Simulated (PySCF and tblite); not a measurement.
Results of a calculation; reference values are marked as such.
2 regioisomers of C5H7F3S:

```csv
isomer,SMILES
A,[F:1][C:2]([F:3])([F:4])[C@@H:5]1[CH2:6][CH2:7][CH2:8][S:9]1
B,[F:1][C:2]([F:3])([F:4])[C@@H:5]1[CH2:6][CH2:7][S:8][CH2:9]1
```

Protocol: conformer search, at most 6 conformers an isomer, GFN2-xTB geometries, energies CAM-B3LYP/pcSseg-1 (D3(BJ) added where defined), GIAO shieldings CAM-B3LYP/pcSseg-1, weights at 298.15 K with GFN2-xTB thermal terms. Programs: PySCF with density fitting and tblite.

**Question.** What shifts does each isomer give (ppm; of two unlike H on one atom, a is the less shielded)?

**Answer.** 
A: ¹H (against TMS): 3.71 (H5, 1H), 2.90 (H8a, 1H), 2.83 (H8b, 1H), 2.20 (H6a, 1H), 2.11 (H7a, 1H), 1.89 (H6b, 1H), 1.85 (H7b, 1H). ¹³C (against TMS): 138.9 (C2), 56.3 (C5), 38.0 (C8), 34.5 (C6), 33.1 (C7). ¹⁹F (against CFCl3): -76.5 (F1/F3/F4).

B: ¹H (against TMS): 3.00 (H9a, 1H), 2.91 (H9b, 1H), 2.90 (H7a, 1H), 2.88 (H7b, 1H), 2.54 (H5, 1H), 2.10 (H6a, 1H), 1.93 (H6b, 1H). ¹³C (against TMS): 138.5 (C2), 53.0 (C5), 35.2 (C7), 34.6 (C6), 34.4 (C9). ¹⁹F (against CFCl3): -78.1 (F1/F3/F4).

Unscaled ¹⁹F shifts at such levels can be off by tens of ppm; differences between conformers or isomers are more reliable. Shifts are unscaled: against experiment ¹³C can be off by 15 ppm or more and ¹H by 0.8 ppm.
